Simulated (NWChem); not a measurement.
System: CsBr; SMILES [Br][Cs]

Excerpt of the output:

```
             Northwest Computational Chemistry Package (NWChem) 7.3.0
             --------------------------------------------------------

 ORDER OF PRIMARY AXIS IS BEING SET TO 4
 C4V symmetry detected

                             Geometry "geometry" -> ""
                             -------------------------

 Output coordinates in angstroms (scale by  1.889725989 to convert to a.u.)

  No.       Tag          Charge          X              Y              Z
 ---- ---------------- ---------- -------------- -------------- --------------
    1 Cs                  55.0000     0.00000000     0.00000000    -1.20532806
    2 Br                  35.0000     0.00000000     0.00000000     1.89408694

 Effective nuclear repulsion energy (a.u.)     328.6640234768

      Symmetry information
      --------------------

 Group name             C4v
 Group number             18
 Group order               8
 No. of unique centers     2

 Summary of "cd basis" -> "" (spherical)
 ------------------------------------------------------------------------------
       Tag                 Description            Shells   Functions and Types
 ---------------- ------------------------------  ------  ---------------------
 *                  Weigend Coulomb Fitting           on all atoms

                                 NWChem DFT Module
                                 -----------------

 Summary of "cd basis" -> "cd basis" (spherical)
 ------------------------------------------------------------------------------
       Tag                 Description            Shells   Functions and Types
 ---------------- ------------------------------  ------  ---------------------
 Cs                 Weigend Coulomb Fitting         18       56   8s4p4d1f1g
 Br                 Weigend Coulomb Fitting         18       58   8s4p3d2f1g

 Summary of "ao basis" -> "ao basis" (spherical)
 ------------------------------------------------------------------------------
       Tag                 Description            Shells   Functions and Types
 ---------------- ------------------------------  ------  ---------------------
 Cs                         def2-svp                10       24   5s3p2d
 Br                         def2-svp                12       32   5s4p3d

      Symmetry analysis of basis
      --------------------------

        a1         22
        a2          0
        b1          5
        b2          5
        e          24

            General Information
            -------------------
          SCF calculation type: DFT
          Wavefunction type:  closed shell.
          No. of atoms     :     2
          No. of electrons :    44
           Alpha electrons :    22
            Beta electrons :    22
          Charge           :     0
          Spin multiplicity:     1
          Use of symmetry is: on ; symmetry adaption is: on
          Maximum number of iterations: 150
          AO basis - number of functions:    56
                     number of shells:    22
          A Charge density fitting basis will be used.
          CD basis - number of functions:   114
                     number of shells:    36
          Convergence on energy requested:  1.00D-06
          Convergence on density requested:  1.00D-05
          Convergence on gradient requested:  5.00D-04

              XC Information
              --------------
                    Becke 1988 Exchange Functional  1.000
              Lee-Yang-Parr Correlation Functional  1.000

             Grid Information
             ----------------
          Grid used for XC integration:  medium
          Radial quadrature: Mura-Knowles
          Angular quadrature: Lebedev.
          Tag              B.-S. Rad. Rad. Pts. Rad. Cut. Ang. Pts.
          ---              ---------- --------- --------- ---------
          Cs                  2.60      123          14.0       590
          Br                  1.15      112          12.0       590
          Grid pruning is: on
          Number of quadrature shells:   235
          Spatial weights used:  Erf1

      Superposition of Atomic Density Guess
      -------------------------------------

 Sum of atomic energies:       -2594.69348132

      Non-variational initial energy
      ------------------------------

 Total energy =   -2591.843447
 1-e energy   =   -3721.413939
 2-e energy   =    1075.789106
 HOMO         =      -0.392113
 LUMO         =      -0.044196

      Symmetry analysis of molecular orbitals - initial
      -------------------------------------------------

 !! scf_movecs_sym_adapt:   10 vectors were symmetry contaminated

  Symmetry fudging

 !! scf_movecs_sym_adapt:    8 vectors were symmetry contaminated

  Numbering of irreducible representations:

     1 a1          2 a2          3 b1          4 b2          5 e

  Orbital symmetries:

     1 a1          2 a1          3 a1          4 e           5 e
     6 a1          7 a1          8 e           9 e          10 a1
    11 e          12 e          13 b1         14 b2         15 a1
    16 a1         17 a1         18 e          19 e          20 e
    21 e          22 a1         23 a1         24 e          25 e
    26 a1         27 a1         28 b2         29 b1         30 e
    31 e          32 a1

      3 Center 2 Electron Integral Information
      ----------------------------------------
          Maximum number of 3-center 2e- integrals is:          357504.
            This is reduced with Schwarz screening to:          318060.
            Incore requires a per proc buffer size of:          267787.
          Minimum dble words available (all nodes) is:       144140532
                   This is reduced (for later use) to:       143821027
                      proc 0 Suggested buffer size is:          267787
                         Max Suggested buffer size is:          267787
                              no. integral batches is:            1000

           0.268 MW buffer allocated for incore 3-center
          2e- integral storage on stack.

   convergence    iter        energy       DeltaE   RMS-Dens  Diis-err
 ---------------- ----- ----------------- --------- --------- ---------
 d= 0,ls=0.0,diis     1  -2594.0237832467 -2.65D+03  5.64D-02  3.86D-01
 d= 0,ls=0.0,diis     2  -2593.6032923708  4.20D-01  4.99D-02  2.42D+00
 d= 0,ls=0.0,diis     3  -2594.0624114979 -4.59D-01  7.78D-03  2.81D-02
 d= 0,ls=0.0,diis     4  -2594.0688354924 -6.42D-03  1.35D-03  4.28D-03
 d= 0,ls=0.0,diis     5  -2594.0696204882 -7.85D-04  4.08D-04  1.44D-04
  Resetting Diis
 d= 0,ls=0.0,diis     6  -2594.0696577810 -3.73D-05  8.37D-05  1.10D-05
 d= 0,ls=0.0,diis     7  -2594.0696601827 -2.40D-06  2.10D-05  2.80D-07

 !! scf_movecs_sym_adapt:    2 vectors were symmetry contaminated

  Symmetry fudging
 d= 0,ls=0.0,diis     8  -2594.0696601801  2.67D-09  1.36D-05  4.01D-07
 d= 0,ls=0.0,diis     9  -2594.0696602255 -4.54D-08  2.99D-06  1.18D-08

         Total DFT energy =    -2594.069660225505
      One electron energy =    -3726.480482404083
           Coulomb energy =     1173.193342319967
    Exchange-Corr. energy =      -94.563905801233
 Nuclear repulsion energy =       53.781385659844

 Numeric. integr. density =       44.000000326421

                  Occupations of the irreducible representations
                  ----------------------------------------------

                     irrep           alpha         beta
                     --------     --------     --------
                     a1               10.0         10.0
                     a2                0.0          0.0
                     b1                1.0          1.0
                     b2                1.0          1.0
                     e                10.0         10.0

                       DFT Final Molecular Orbital Analysis
                       ------------------------------------

 Vector   20  Occ=2.000000D+00  E=-1.586925D-01  Symmetry=a1
              MO Center= -3.5D-16, -2.1D-16,  1.7D+00, r^2= 2.5D+00
   Bfn.  Coefficient  Atom+Function         Bfn.  Coefficient  Atom+Function
  ----- ------------  ---------------      ----- ------------  ---------------
    41      0.571617  2 Br pz                38      0.498697  2 Br pz
    35     -0.337736  2 Br pz                 4     -0.274337  1 Cs s
     2      0.211119  1 Cs s                  8      0.169743  1 Cs pz
     5      0.123385  1 Cs s                 17     -0.121445  1 Cs d  0
    32      0.109996  2 Br pz                 1     -0.080402  1 Cs s

 Vector   21  Occ=2.000000D+00  E=-1.536108D-01  Symmetry=e
              MO Center=  1.5D-14, -2.6D-14,  1.8D+00, r^2= 1.9D+00
   Bfn.  Coefficient  Atom+Function         Bfn.  Coefficient  Atom+Function
  ----- ------------  ---------------      ----- ------------  ---------------
    39      0.508958  2 Br px                36      0.428365  2 Br px
    40     -0.301579  2 Br py                33     -0.291199  2 Br px
    37     -0.253824  2 Br py                34      0.172548  2 Br py
    30      0.094846  2 Br px                23     -0.080113  1 Cs d  1
    18     -0.060252  1 Cs d  1              12      0.058311  1 Cs px

 Vector   22  Occ=2.000000D+00  E=-1.536108D-01  Symmetry=e
              MO Center=  2.1D-13,  3.4D-13,  1.8D+00, r^2= 1.9D+00
   Bfn.  Coefficient  Atom+Function         Bfn.  Coefficient  Atom+Function
  ----- ------------  ---------------      ----- ------------  ---------------
    40      0.508958  2 Br py                37      0.428365  2 Br py
    39      0.301579  2 Br px                34     -0.291199  2 Br py
    36      0.253824  2 Br px                33     -0.172548  2 Br px
    31      0.094846  2 Br py                21      0.080113  1 Cs d -1
    16      0.060252  1 Cs d -1              13      0.058311  1 Cs py

 Vector   23  Occ=0.000000D+00  E=-6.257734D-02  Symmetry=a1
              MO Center=  2.2D-15, -3.5D-15, -2.2D+00, r^2= 1.0D+01
   Bfn.  Coefficient  Atom+Function         Bfn.  Coefficient  Atom+Function
  ----- ------------  ---------------      ----- ------------  ---------------
     4      0.879903  1 Cs s                  2     -0.402929  1 Cs s
    14     -0.246999  1 Cs pz                 5      0.207286  1 Cs s
     8      0.182135  1 Cs pz                 3     -0.161660  1 Cs s
     1      0.158616  1 Cs s                 41      0.123042  2 Br pz
    17     -0.095930  1 Cs d  0              38      0.095573  2 Br pz

 Vector   24  Occ=0.000000D+00  E=-1.427343D-02  Symmetry=e
              MO Center=  6.1D-14,  1.2D-15, -2.3D+00, r^2= 1.7D+01
   Bfn.  Coefficient  Atom+Function         Bfn.  Coefficient  Atom+Function
  ----- ------------  ---------------      ----- ------------  ---------------
    13      0.741359  1 Cs py                12      0.502944  1 Cs px
    21     -0.260838  1 Cs d -1               7     -0.199901  1 Cs py
    23      0.176954  1 Cs d  1               6     -0.135614  1 Cs px
    16     -0.134932  1 Cs d -1              18      0.091539  1 Cs d  1
    10      0.051702  1 Cs py                 9      0.035075  1 Cs px

 Vector   25  Occ=0.000000D+00  E=-1.427343D-02  Symmetry=e
              MO Center=  6.6D-14,  8.7D-15, -2.3D+00, r^2= 1.7D+01
   Bfn.  Coefficient  Atom+Function         Bfn.  Coefficient  Atom+Function
  ----- ------------  ---------------      ----- ------------  ---------------
    12      0.741359  1 Cs px                13     -0.502944  1 Cs py
    23      0.260838  1 Cs d  1               6     -0.199901  1 Cs px
    21      0.176954  1 Cs d -1               7      0.135614  1 Cs py
    18      0.134932  1 Cs d  1              16      0.091539  1 Cs d -1
     9      0.051702  1 Cs px                10     -0.035075  1 Cs py

     Multipole analysis of the density
     ---------------------------------

     L   x y z        total         alpha         beta         nuclear
     -   - - -        -----         -----         ----         -------
     0   0 0 0     -0.000000    -22.000000    -22.000000     44.000000

     1   1 0 0      0.000000      0.000000      0.000000      0.000000
     1   0 1 0     -0.000000     -0.000000     -0.000000      0.000000
     1   0 0 1     -3.905869    -54.340949    -54.340949    104.776029

     2   2 0 0    -29.973239    -14.986619    -14.986619      0.000000
     2   1 1 0      0.000000      0.000000      0.000000      0.000000
     2   1 0 1     -0.000000     -0.000000     -0.000000      0.000000
     2   0 2 0    -29.973239    -14.986619    -14.986619      0.000000
     2   0 1 1     -0.000000     -0.000000     -0.000000      0.000000
     2   0 0 2    -34.292177   -264.692496   -264.692496    495.092816

            General Information
            -------------------
          SCF calculation type: DFT
          Wavefunction type:  closed shell.
          No. of atoms     :     2
          No. of electrons :    44
           Alpha electrons :    22
            Beta electrons :    22
          Charge           :     0
          Spin multiplicity:     1
          Use of symmetry is: on ; symmetry adaption is: on
          Maximum number of iterations: 150
          AO basis - number of functions:    56
                     number of shells:    22
          A Charge density fitting basis will be used.
          CD basis - number of functions:   114
                     number of shells:    36
          Convergence on energy requested:  1.00D-06
          Convergence on density requested:  1.00D-05
          Convergence on gradient requested:  5.00D-04

              XC Information
              --------------
                    Becke 1988 Exchange Functional  1.000
              Lee-Yang-Parr Correlation Functional  1.000

             Grid Information
             ----------------
          Grid used for XC integration:  medium
          Radial quadrature: Mura-Knowles
          Angular quadrature: Lebedev.
          Tag              B.-S. Rad. Rad. Pts. Rad. Cut. Ang. Pts.
          ---              ---------- --------- --------- ---------
          Cs                  2.60      123          14.0       590
          Br                  1.15      112          12.0       590
          Grid pruning is: on
          Number of quadrature shells:   235
          Spatial weights used:  Erf1

          Convergence Information
          -----------------------
          Convergence aids based upon iterative change in
          total energy or number of iterations.
          Levelshifting, if invoked, occurs when the
          HOMO/LUMO gap drops below (HL_TOL):  1.00D-02
          DIIS, if invoked, will attempt to extrapolate
          using up to (NFOCK): 10 stored Fock matrices.

                    Damping( 0%)  Levelshifting(0.5)       DIIS
                  --------------- ------------------- ---------------
          dE  on:    start            ASAP                start
          dE off:    2 iters        150 iters           150 iters

  intd_init: cando_txs set to always be  F

                            NWChem DFT Gradient Module
                            --------------------------

  charge          =   0.00
  wavefunction    = closed shell

  Using symmetry

                         DFT ENERGY GRADIENTS

    atom               coordinates                        gradient
                 x          y          z           x          y          z
   1 Cs      0.000000   0.000000  -2.277740    0.000000   0.000000   0.005429
   2 Br      0.000000   0.000000   3.579305    0.000000   0.000000  -0.005429
```

Level: BLYP/def2-SVP with def2 effective core potentials on Cs, Coulomb fitting. The geometry was optimised at PBE0-D3(BJ)/def2-TZVP. def2 effective core potentials on Cs; no spin-orbit coupling.

Question: Which NWChem input produces such a log?

Answer: Several could match; the one computed here: the input that was run:
```
start job
memory heap 200 mb stack 900 mb global 1100 mb
geometry units angstroms noautoz
  Cs     0.000000     0.000000    -1.208996
  Br     0.000000     0.000000     1.890419
end
basis spherical
  Cs library def2-svp
  Br library def2-svp
end
ecp
  Cs library def2-ecp
end
basis "cd basis" spherical
  * library "Weigend Coulomb Fitting"
end
dft
  xc becke88 lyp
  iterations 150
end
task dft gradient
```
